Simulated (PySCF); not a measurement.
# What a mistake does to a calculation on BGeH7NSi cation

Calculated results; nothing here was measured. They come from PySCF 2.14.0, an open-source quantum chemistry program, on an isolated molecule that a program drew, which may never have been made. The molecule is BGeH7NSi cation (charge +1, singlet), drawn as the SMILES string `[BH2][GeH2][NH][SiH2+]`.

Each row is a Hartree-Fock (HF) and frozen-core CCSD(T) single point in the cc-pV(D+d)Z basis, meant for a local HF minimum. Run 1 is clean. Each other run has one planted mistake out of seven kinds, and not every kind appears here: one electron removed, one electron added, multiplicity raised by two, geometry at a saddle point, minimal basis STO-3G, one bond length entered in bohr, all coordinates scaled. The reference is restricted for singlets and unrestricted otherwise, and also for a bond in bohr. Adding or removing an electron swaps singlet and doublet. Electrons count all cores. HOMO and LUMO are orbital energies over both spins, the gradient is its largest component, and the lowest frequency (negative if imaginary) is given only where the gradient is small. Bond lengths are over the 10 bonds as drawn. T1 is the CCSD diagnostic: over 0.02 (restricted) or 0.045 (unrestricted) a single reference is doubtful. Germanium has the cc-pVDZ-PP basis, with a core potential (ECP10MDF) in place of its 10 inner electrons, and its 3s, 3p and 3d shells are frozen in CCSD(T).

Geometry of the clean run:
```xyz
11
BGeH7NSi cation, angstrom
B     0.0363   -0.3917    1.7453
Ge   -0.6003   -0.7793   -0.1983
N    -2.5698   -0.7175   -0.3121
Si   -3.7605   -0.3938    0.7380
H    -0.7197   -0.1530    2.6377
H     1.2114   -0.4161    1.9414
H    -0.2033    0.2684   -1.2293
H    -0.3166   -2.1868   -0.7045
H    -2.8790   -0.9401   -1.2491
H    -3.4338   -0.0578    2.1178
H    -5.1547   -0.4376    0.3071
```

```
run  electrons  basis functions  <S^2>  HOMO (eV)  LUMO (eV)  gradient (hartree/bohr)  lowest frequency (cm^-1)  mean bond (Å)  longest bond (Å)      T1  HF (hartree)  CCSD(T) (hartree)                          mistake
  1         64              109  0.000     -15.51      -3.80                  2.9e-05                        20         1.5034             2.082  0.0163    -665.26841         -665.76908                         no fault
  2         64              109  2.013     -11.63      -6.19                  5.7e-02                         -         1.5034             2.082  0.0195    -665.12815         -665.62285       multiplicity raised by two
  3         64              109  0.751     -15.61      -3.94                  2.6e-02                         -         1.5934             2.082  0.0608    -665.12724         -665.62867  one bond length entered in bohr
  4         65              109  0.761      -4.74      -0.18                  4.7e-02                         -         1.5034             2.082  0.0514    -665.40275         -665.92644               one electron added
  5         63              109  0.762     -21.53     -13.10                  9.2e-02                         -         1.5034             2.082  0.0176    -664.74357         -665.21795                                ?
  6         64              109  0.000     -15.14      -3.89                  4.3e-02                         -         1.5891             2.200  0.0195    -665.23939         -665.75273                                ?
```

**Which mistake was planted in run 5, and what did it cost?**

It counts 63 electrons, one fewer than the clean run, at the same geometry and basis. So the mistake is: one electron removed. Subtracting run 1 and multiplying by 627.51 kcal/mol a hartree, the energy moved by 329.3 kcal/mol in HF and 345.8 kcal/mol in CCSD(T).

**Which mistake was planted in run 6, and what did it cost?**

The mean and the longest bond both change by the same factor, 1.057, and the gradient is no longer small. So the mistake is: all coordinates scaled. Subtracting run 1 and multiplying by 627.51 kcal/mol a hartree, the energy moved by 18.2 kcal/mol in HF and 10.3 kcal/mol in CCSD(T).

Cautions from the logs. Run 3: T1 is over the limit, so its CCSD(T) energy is less reliable; run 4: T1 is over the limit, so its CCSD(T) energy is less reliable.
